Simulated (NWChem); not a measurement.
TaOF₂ cation; SMILES [O]=[Ta+]([F])[F]

Computed with NWChem. All runs use the structure optimised with PBE-D3(BJ)/def2-SVP. The spin multiplicity was typed, not searched, and may not be the lowest. def2 effective core potentials on Ta; no spin-orbit coupling. Field at 589 nm.

Question: Estimate the computed values for B3LYP/def2-SVPD. Quantities: isotropic polarisability (bohr³); anisotropy (bohr³).

Answer: 
```json
{
  "isotropic polarisability (bohr³)": "31.9",
  "anisotropy (bohr³)": "13.8"
}
```
